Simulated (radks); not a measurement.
Question: These are the eigenvalues of the occupied orbitals of an atom or ion with whole-number occupations (hartree). Calculated with a radial shooting solver on a logarithmic mesh with Libxc functionals: scalar-relativistic Kohn-Sham, r2SCAN, spin-polarised, spherical densities, finite nucleus; meta-GGA in the generalised Kohn-Sham scheme; Fermi nuclear charge, rms radius of each element as measured or else 0.836 A^(1/3) + 0.57 fm.

| orbital | eigenvalue |
|---|---|
| 1s | -837.8654 |
| 2s | -175.0909 |
| 2p | -164.2035 |

Which element is it, and in what charge state? The configuration may be excited. Open shells, if any, are filled with parallel spins first.

Answer: Z = 43, technetium, charge +33: Tc33+ in [Ne]. The list shows which subshells hold electrons but not how many an open one holds; the 1s level, -837.87 hartree, gives Z - s = 40.9 by -(Z - s)^2/2, which with screening and relativity narrows Z to a few neighbours, and the depths of the outer levels then fix element, charge and occupations together.
